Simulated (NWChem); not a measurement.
Species: C2H3Cl3; SMILES CC(Cl)(Cl)Cl

Program: NWChem. Pople sets run with spherical d functions. B3LYP is NWChem's, with the RPA form of VWN correlation. Each level has its own optimisation; frequencies are unscaled.

```
level                                 r C–C (Å)  r C–H (Å)  r C–Cl (Å)  highest harmonic frequency (cm⁻¹)  lowest (cm⁻¹)  zero-point energy (kcal/mol)  dipole (D)
------------------------------------  ---------  ---------  ----------  ---------------------------------  -------------  ----------------------------  ----------
Hartree-Fock/STO-3G                       1.550      1.087       1.821                               3767            252                          35.2        2.51
Hartree-Fock/3-21G                        1.509      1.081       1.846                               3314            245                          31.8        2.67
Hartree-Fock/6-31G*                       1.521      1.082       1.777                               3328            266                          32.2        2.07
B3LYP/6-31G*                              1.521      1.093       1.805                               3167            240                          29.9        1.99
LDA (Slater exchange, VWN5)/def2-SVP      1.498      1.109       1.778                               3097            234                          28.8        1.60
PBE/def2-SVP                              1.518      1.107       1.803                               3102            231                          28.7        1.69
BLYP/def2-SVP                             1.527      1.106       1.824                                  …              …                          28.5        1.64
PBE0/def2-SVP                             1.510      1.099       1.783                               3194            243                          29.9        1.77
```

### Question
Complete the blanks.

### Answer

- BLYP/def2-SVP, highest harmonic frequency (cm⁻¹): 3073
- BLYP/def2-SVP, lowest (cm⁻¹): 226
